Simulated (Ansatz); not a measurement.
# Worked example: C4H9Cl + HOI → C4H10O + ICl

Species: C4H9Cl `CC(C)CCl`, singlet; HOI (hypoiodous acid) `OI`, singlet; C4H10O (2-methyl-1-propanol) `CC(C)CO`, singlet; ICl, singlet. The partners trade Cl for OH: C–Cl and I–OH bonds give way to C–OH and I–Cl.

Shapes, held fixed at every level: PBE0-D4/def2-TZVP. Flexible molecules stand in one conformer, not always the lowest. Programs: Ansatz 0.2.0. Electronic energies: no zero-point or thermal term.

At CCSD(T)/def2-TZVPP; 1 Eh = 2625.50 kJ/mol:

```
species  energy (Eh)
 C4H9Cl  -617.287521
    HOI  -372.835641
 C4H10O  -233.283269
    ICl  -756.856014
```

Question: Work out ΔE of the reaction at this level.

Answer: 
1. Products less reactants: (-233.283269) + (-756.856014) − [(-617.287521) + (-372.835641)] = -0.016121 Eh = -42.3 kJ/mol.

Other levels give -62.8 (HF/def2-TZVPP) to -38.0 kJ/mol (MP2/def2-TZVPP). No measured value is set beside it here. For atoms past krypton def2 sets carry core potentials with scalar relativity. Outer-core shells of I are correlated in most correlated rows, in sets that cover them unevenly.
